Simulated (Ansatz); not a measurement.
Ansatz (a program for electronic structure) input file for (E)-1-bromo-1-chloroprop-1-ene (C3H4BrCl), SMILES C/C=C(/Br)Cl, PBE/def2-SVPD. Geometry optimised at TPSSh-D3(BJ)/def2-SVP.

Ansatz 0.2 input:
```yaml
crystal:
  periodic: [false, false, false]
  atoms:
    - {symbol: C, position_ang: [-1.09441181, -2.70071305, 0.00000000]}
    - {symbol: C, position_ang: [-1.12591216, -1.20513146, -0.00000001]}
    - {symbol: C, position_ang: [-0.05709526, -0.39630722, 0.00000000]}
    - {symbol: Cl, position_ang: [1.58408466, -0.96582322, -0.00000000]}
    - {symbol: Br, position_ang: [-0.22454093, 1.49196757, 0.00000000]}
    - {symbol: H, position_ang: [-1.61881840, -3.09547359, -0.88660829]}
    - {symbol: H, position_ang: [-0.06515184, -3.08265267, 0.00000000]}
    - {symbol: H, position_ang: [-1.61881840, -3.09547358, 0.88660829]}
    - {symbol: H, position_ang: [-2.10320266, -0.71335982, 0.00000000]}
basis:
  gaussian:
    orbitals: def2-SVPD
hamiltonian:
  xc: {name: PBE}
```

Output:

```
WARN ansatz: RAYON_NUM_THREADS=1 ignored (pool sized by the plan → 1); use --threads N
Functional definition: PBE
integrals: 0.11 GiB planned
1478 factors; their error is unknown
mean field: 0.65 GiB planned
mean field evaluation 1: about -85699.7947 eV, gradient 6.5e1 eV
mean field evaluation 2: about -85656.9415 eV, gradient 1.3e2 eV
mean field evaluation 4: about -85709.3861 eV, gradient 2.2e1 eV
mean field evaluation 8: about -85710.6056 eV, gradient 2.4e-1 eV
mean field evaluation 16: about -85710.5304 eV, gradient 1.6e-4 eV
mean field -85710.53038928 eV, -3149.8038951221 hartree, gradient 4.5e-5 eV, S^2 0.000000; 0 other end points of the search recorded, 0 dependent functions left out
reference -85710.53044439 eV, -3149.8038971473 hartree; 37, 37 occupied and 123, 123 virtual orbitals, 1478 factors
Total energy: -85710.53044439 eV, -3149.8038971473 hartree
```

The run converged.

Cost: around 3 core-seconds (rough).
